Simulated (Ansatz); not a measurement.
Geometry optimisation, Ansatz, RKS B3LYP-D4/def2-SVP.

The input (input.yaml):

```yaml
crystal:
  periodic: [false, false, false]
  atoms:
    - { symbol: Ge, position_ang: [-1.310117, 1.160194, -0.590121] }
    - { symbol: O, position_ang: [1.730776, 0.314673, -0.571962] }
    - { symbol: H, position_ang: [-2.816262, 1.497434, -0.605303] }
    - { symbol: H, position_ang: [-0.532633, 2.154726, 0.284632] }
    - { symbol: H, position_ang: [-0.749686, 0.962129, -2.001578] }
    - { symbol: H, position_ang: [0.135989, -1.422458, 1.562701] }
    - { symbol: F, position_ang: [-1.260581, -0.401837, 0.240307] }
    - { symbol: H, position_ang: [1.616343, -0.530186, -0.106299] }
    - { symbol: O, position_ang: [0.727368, -2.116252, 1.236823] }
    - { symbol: H, position_ang: [2.250877, 0.842898, 0.056981] }
    - { symbol: H, position_ang: [0.207927, -2.461422, 0.493819] }
basis:
  gaussian: { orbitals: def2-SVP }
hamiltonian:
  xc: b3lyp
  dispersion: d4
relax:
  f_tol: 0.03
  max_steps: 50
output:
  orbitals: {}
```

Launched with:

```bash
$ ansatz run input.yaml --threads 2 --pin off --max-ram 3072MiB --backend cpu --events-out ev --progress --plain --runs-dir out
```

Where does it end, and by what steps?

The run converged. After 10 steps the energy has fallen by 0.183 eV; H6 moved furthest, 0.52 Å.

| step | energy less start (eV) | largest force component (eV/Å) | accepted |
| --- | --- | --- | --- |
| 0 | 0.0000 | 0.261 | yes |
| 1 | -0.0538 | 1.084 | yes |
| 2 | -0.0768 | 1.553 | yes |
| 3 | -0.1173 | 0.744 | yes |
| 4 | -0.1510 | 0.233 | yes |
| 5 | -0.1569 | 0.402 | yes |
| 6 | -0.1504 | 0.297 | no |
| 7 | -0.1727 | 0.327 | yes |
| 8 | -0.1810 | 0.112 | yes |
| 9 | -0.1825 | 0.050 | yes |
| 10 | -0.1831 | 0.021 | yes |

```xyz
11
Properties=species:S:1:pos:R:3
Ge -1.196 1.162 -0.551
O 1.491 0.300 -0.419
H -2.691 1.564 -0.575
H -0.374 2.290 0.084
H -0.756 0.661 -1.926
H -0.029 -1.414 1.065
F -1.249 -0.216 0.578
H 1.420 -0.577 0.021
O 0.807 -1.917 1.026
H 1.984 0.830 0.221
H 0.593 -2.683 0.476
```

Run time: 33 s on 2 threads of Arm Neoverse V1, on a shared host, peak memory 0.25 GiB.
